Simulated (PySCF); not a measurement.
Isomers of C6H7FO, mass 114.048 u with the commonest isotopes. Computed with CAM-B3LYP/def2-SVPD in PySCF (dipole) on a GFN2-xTB geometry, gas phase. One conformer each, none proved a minimum here; rigid rotors.

Question: Order these by dipole moment, largest first.
A. `[CH2:1]=[CH:2][C:3]1([C:4](=[O:5])[F:6])[CH2:7][CH2:8]1` with C1–C2–C3–C4 180°, C2–C3–C4–O5 0°
B. `[CH:1]#[C:2]/[C:3]([CH3:4])=[C:5](/[F:6])[O:7][CH3:8]` with C3–C5–O7–C8 180°
C. `C[C@]1(F)CC=CC1=O`
D. `[CH2:1]=[CH:2][C@H:3]1[CH2:4][O:5][CH:6]=[C:7]1[F:8]` with C1–C2–C3–C4 129°

Answer: C (4.64 D), A (3.50 D), B (1.62 D), D (1.47 D).

Question: Order these by radius of gyration √(Σ m r²/M), smallest first.
A. `[CH2:1]=[CH:2][C@H:3]1[CH2:4][O:5][CH:6]=[C:7]1[F:8]` with C1–C2–C3–C4 129°
B. `C[C@]1(F)CC=CC1=O`
C. `[CH:1]#[C:2]/[C:3]([CH3:4])=[C:5](/[F:6])[O:7][CH3:8]` with C3–C5–O7–C8 180°
D. `[CH2:1]=[CH:2][C:3]1([C:4](=[O:5])[F:6])[CH2:7][CH2:8]1` with C1–C2–C3–C4 180°, C2–C3–C4–O5 0°

Answer: B (1.760 Å), D (1.904 Å), A (1.928 Å), C (2.055 Å).

Question: Order these by rotational constant A, largest first.
A. `C[C@]1(F)CC=CC1=O`
B. `[CH2:1]=[CH:2][C:3]1([C:4](=[O:5])[F:6])[CH2:7][CH2:8]1` with C1–C2–C3–C4 180°, C2–C3–C4–O5 0°
C. `[CH:1]#[C:2]/[C:3]([CH3:4])=[C:5](/[F:6])[O:7][CH3:8]` with C3–C5–O7–C8 180°

Answer: B (3376 MHz), C (3080 MHz), A (2683 MHz).

| SMILES | point group | Ia (u·Å²) | Ib (u·Å²) | Ic (u·Å²) | κ | μa (D) | μb (D) | μc (D) |
| --- | --- | --- | --- | --- | --- | --- | --- | --- |
| C=CC1(C(=O)F)CC1 | Cs | 149.71 | 283.47 | 394.14 | -0.52 | 2.67 | 2.26 | 0.00 |
| C[C@]1(F)CC=CC1=O | C1 | 188.37 | 216.41 | 302.03 | 0.31 | 2.24 | 3.70 | 1.70 |
| C#C/C(C)=C(/F)OC | Cs | 164.08 | 320.62 | 478.37 | -0.49 | 1.62 | 0.08 | 0.00 |
| C=C[C@H]1COC=C1F | C1 | 165.96 | 274.10 | 408.03 | -0.33 | 0.77 | 1.20 | 0.39 |
